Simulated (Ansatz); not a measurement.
Start from `CN(C)N[SiH3]` and change one atom or group to get `C[N](C)[K]`.

Ansatz, PBE0-D4/def2-TZVP geometries, multiplicity 1. Each molecule was computed in one conformer, which needn't be the lowest.

Scalar relativity is left out up to krypton.

```json
{"property": "LUMO energy (ωB97M-V/def2-TZVPP) / eV", "`CN(C)N[SiH3]`": "2.05"}
{"property": "LUMO energy (PBE0/def2-TZVPP) / eV", "`CN(C)N[SiH3]`": "0.48"}
{"property": "HOMO energy (B3LYP/def2-TZVPP) / eV", "`CN(C)N[SiH3]`": "-6.20"}
{"property": "HOMO–LUMO gap (PBE/def2-TZVPP) / eV", "`CN(C)N[SiH3]`": "4.68"}
{"property": "LUMO energy (PBE/def2-TZVPP) / eV", "`CN(C)N[SiH3]`": "-0.36"}
{"property": "HOMO–LUMO gap (ωB97M-V/def2-TZVPP) / eV", "`CN(C)N[SiH3]`": "10.80"}
```

Problem. Give the same properties after the change, and the shifts. (Estimate.)

Solution. Computed: 
```
                               property  `C[N](C)[K]`  shift
  LUMO energy (ωB97M-V/def2-TZVPP) / eV         -0.63  -2.68
     LUMO energy (PBE0/def2-TZVPP) / eV         -1.14  -1.62
    HOMO energy (B3LYP/def2-TZVPP) / eV         -3.01   3.19
    HOMO–LUMO gap (PBE/def2-TZVPP) / eV          0.41  -4.27
      LUMO energy (PBE/def2-TZVPP) / eV         -1.67  -1.31
HOMO–LUMO gap (ωB97M-V/def2-TZVPP) / eV          4.76  -6.04
```

With PBE0 the HOMO rises by 3.26 eV and the LUMO falls by 1.62 eV, so the gap narrows by about 4.88 eV. PBE moves the HOMO by 2.95 eV and ωB97M-V by 3.36 eV.

B3LYP here is the variant with VWN-RPA as its local correlation; programs differ in this.
